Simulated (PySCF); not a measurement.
C8H5N5, SMILES C1=CN=C2N3C(N=CC=C13)=NC=N2.

Geometry optimised at PBE-D3(BJ)/def2-SVP.

Two levels are set side by side: TDA-PBE/def2-SVP (PySCF) and TDA-M06-2X/def2-SVP (PySCF). Vertical, same geometry. The lowest singlet is HOMO→LUMO 98 % with PBE and HOMO→LUMO 97 % with the other functional; states are paired by order. Differences are taken from unrounded values.

```csv
quantity,TDA-PBE
lowest singlet excitation (eV),2.11
lowest triplet excitation (TDA) (eV),1.87
```

**Question.** These are the TDA-PBE values. What does TDA-M06-2X give? (Estimate from the structure and the level; the computed values follow.)

**Answer.** 
```json
[
 {"quantity": "lowest singlet excitation (eV)", "TDA-M06-2X": "2.40", "TDA-PBE minus TDA-M06-2X": "-0.29"},
 {"quantity": "lowest triplet excitation (TDA) (eV)", "TDA-M06-2X": "2.12", "TDA-PBE minus TDA-M06-2X": "-0.25"}
]
```

Functionals without exact exchange tend to place singlet excitations lower, as here. Differences between two approximate levels are no errors against the true value.

Rough cost on one machine, each run with all the roots and properties that it gave: TDA-M06-2X against TDA-PBE about 8 times.
